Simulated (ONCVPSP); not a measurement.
**Potentials for Ti compared**

Generated with ld1.x 7.5 (TM, RRKJ, ultrasoft, PAW), atompaw 4.2 or ONCVPSP 4.0.1. The cutoff is in Ry: for ld1.x and atompaw files where the sum of valence levels is converged to 10 mRy in a Bessel basis, for ONCV files where the hardest occupied wave has 1 mHa per electron of residual kinetic energy. The error is the largest all-electron minus pseudo excitation energy over each file’s own four to seven test configurations (ionisations up to +4, promotions, holes and added fractions of an electron), all of which were solved. The labels leave out finer settings (local radius, basis sizes, second energies), which also bear on the numbers. Spin-polarised tests are not counted. The rows are a selection from randomly drawn settings: files with unsolved tests, undetermined cutoffs or missed reference levels are left out.

A true bound ghost makes a file unfit for plane-wave use even where its test errors are small: the radial tests pick states by their node count and pass the ghost by.

```csv
potential,cutoff (Ry),largest error (meV),bound ghosts
"ONCV, LDA (Perdew-Wang 92), scalar-relativistic, rc 1.45/1.60/2.20 (spd), local smoothed, core correction yes, reference 3s2 3p6 3d2 4s2, qcut 10.5/8.1/8.6, projectors 2/2/2",62,+104,none
"ONCV, PBE, scalar-relativistic, rc 1.80/1.70/2.55 (spd), local smoothed, core correction no, reference 3s2 3p6 3d2 4s1.5 4p0.5, qcut 8.7/7.6/7.3, projectors 2/2/2",46,-5.4,none
"ONCV, LDA (Perdew-Zunger), scalar-relativistic, rc 1.35/1.60/1.35 (spd), local d, core correction no, reference 3s2 3p6 3d2 4s2, qcut 9.6/7.6/9.7, projectors 2/2/0",80,+15,s
"ONCV, PW91, scalar-relativistic, rc 2.00/1.80/2.60 (spd), local smoothed, core correction yes, reference 3s2 3p6 3d2 4s1 4p1, qcut 7.7/6.6/6.9, projectors 2/3/2",35,+249,none
"ONCV, LDA (Perdew-Wang 92), scalar-relativistic, rc 1.40/1.45/2.45 (spd), local smoothed, core correction yes, reference 3s2 3p6 3d2, qcut 8/10.5/5.5, projectors 2/2/1",48,+346,none
```

(1) Fill in the row for Ti: ONCV, PBE, scalar-relativistic, rc 1.55/1.75/2.60 (spd), local smoothed, core correction yes, reference 3s2 3p6 3d2 4s1, qcut 10.2/7.2/5.9, projectors 2/2/2.

(2) Fill in the row for Ti: ONCV, Wu-Cohen, scalar-relativistic, rc 1.45/1.10/1.10 (spd), local d, core correction no, reference 3s2 3p6 3d2 4s0.5, qcut 6.9/8.8/16.2, projectors 3/1/0.

## Answers

(1) cutoff 59 Ry, largest error +2033 meV, bound ghosts: none.

(2) cutoff 159 Ry, largest error +24 meV, bound ghosts: none.
